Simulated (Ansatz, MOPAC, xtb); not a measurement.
Spectroscopic constants of AlO+, multiplicity 3 (lowest of 2S+1 = 1, 3, 5 at CCSD(T)/def2-TZVPP on PBE0 minima; our sources give no spin for the ground state, which may be another).

Constants: fifth-degree fit in 1/R to seven points, most abundant isotopes. In def2 and cc sets the state is the lowest found near the PBE0 minimum, followed along R.

Codes used: Ansatz (Gaussian basis) for Hartree–Fock, density functionals and correlated methods; MOPAC for AM1 (differences of heats of formation); xtb for the GFN methods. Each number belongs to the level named beside it. The GFN methods have no spin term and hold the electronic entropy of 300 K.

```tsv
level	r_e (Å)	ω_e (cm⁻¹)	B_e (cm⁻¹)	α_e (cm⁻¹)
AM1	1.702	1018	0.580	0.00049
GFN1-xTB	1.686	753	0.591	0.0066
GFN2-xTB	1.656	854	0.613	0.0068
SVWN5/def2-TZVPP	1.737	755	0.556	0.0059
PBE/def2-TZVPP	1.760	720	0.542	0.0061
r2SCAN/def2-TZVPP	1.733	777	0.559	0.0059
B97M-V/def2-TZVPP	1.735	765	0.558	0.0062
B3LYP/def2-TZVPP	1.744	736	0.552	0.0067
PBE0/def2-TZVPP	1.733	765	0.559	0.0064
BHLYP/def2-TZVPP	1.718	785	0.569	0.0070
CAM-B3LYP/def2-TZVPP	1.728	774	0.562	0.0064
wB97X-V/def2-TZVPP	1.731	780	0.560	0.0061
wB97M-V/def2-TZVPP	1.741	745	0.554	0.0067
B2PLYP/def2-TZVPP	1.735	776	0.558	0.0055
CCSD/aug-cc-pV(T+d)Z	1.727	790	0.563	0.0065
CCSD/def2-TZVPP	1.726	790	0.563	0.0065
CCSD/aug-cc-pV(Q+d)Z	1.721	807	0.567	0.0062
CCSD/def2-QZVPP	1.721	806	0.566	0.0063
CCSD(T)/aug-cc-pV(T+d)Z	1.735	780	0.558	0.0060
CCSD(T)/def2-TZVPP	1.733	780	0.559	0.0060
CCSD(T)/aug-cc-pV(Q+d)Z	1.729	795	0.562	0.0058
CCSD(T)/def2-QZVPP	1.729	795	0.562	0.0058
CCSD(T)/CBS(aug-cc-pV(T+d)Z, aug-cc-pV(Q+d)Z)	1.726	802	0.564	0.0057
CCSD(T)/CBS(def2-TZVPP, def2-QZVPP)	1.727	800	0.563	0.0057
```

Frozen-core correlation. CBS(a, b) extrapolates the correlation energy as X⁻³ and adds the Hartree–Fock energy of set b. The state that AM1 reach isn't checked.

Ansatz is a first-principles code.
